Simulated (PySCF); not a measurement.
Assigning NMR signals

Atom-mapped SMILES (the numbers label the heavy atoms): `[CH2:1]=[CH:2][CH2:3][n:4]1[n:5][cH:6][c:7]([SiH3:8])[n:9]1`. Hydrogens are named by the atom that carries them. Ha(C1) is cis to C3; Hb(C1) is trans to C3.

PySCF 2.14.0 with density-fitted response routines calculation with geometry from PBE0-D3(BJ)/def2-SVP and shielding tensors at B97-2/pcSseg-1 (GIAO); relativity neglected, isolated molecule, averaged over atoms made equivalent by symmetry, fast rotation or ring inversion, a single conformation.

References, each an isolated molecule treated in the same way: TMS for $^{13}$C and $^{1}$H.

Q: Assign these signals to the numbered atoms. $^{13}$C{$^{1}$H} NMR (computed): δ 145.0 (CH), 139.8 (CH), 135.4 (C), 123.5 (CH2), 59.3 (CH2).

A: 
145.0 → C6, aromatic CH next to a ring nitrogen: the adjacent pyridine-type nitrogen withdraws density from it
139.8 → C2, alkene CH: as expected for a trigonal carbon in a double bond
135.4 → C7, substituted aromatic carbon next to a ring nitrogen
123.5 → C1, terminal =CH2 carbon: as expected for a trigonal carbon in a double bond
59.3 → C3, allylic sp3 CH2 bonded to N: the inductive effect lowers its shielding

Q: Assign these signals to the numbered atoms. $^{1}$H NMR (300 MHz, computed): δ 7.73 (s, 1H), 6.32 (m, 1H), 5.58 (m, 1H), 5.42 (m, 1H), 4.81 (d, 2H), 4.39 (s, 3H).

A: 
7.73 → H(C6), hydrogen on an aromatic CH next to a ring nitrogen: aromatic region
6.32 → H(C2), hydrogen on an alkene CH: attached to an sp2 carbon and in the plane of the double bond
5.58 → Ha(C1), hydrogen on a terminal =CH2 carbon: a vinylic proton, deshielded by the sp2 carbon and the C=C anisotropy
5.42 → Hb(C1), hydrogen on a terminal =CH2 carbon
4.81 → H(C3), hydrogen on an allylic sp3 CH2 bonded to N: its carbon carries N, hence the downfield position
4.39 → H(Si8), hydrogen on a silicon bonded to C

Shifts are as computed. Against solution values, carbons near 30 ppm lie about +1 ppm off and those near 130 ppm about +2 ppm. Of 1313 compounds with measured shifts, 239 miss one by over three times the rms of a fit or turn the order of signals round; such compounds aren't used in these exercises. No couplings were computed; multiplicities are counted from neighbouring protons, with m where these are inequivalent, close in shift, in a saturated or five-membered ring or joined by F or P, and br s for small geminal =CH2 splittings.
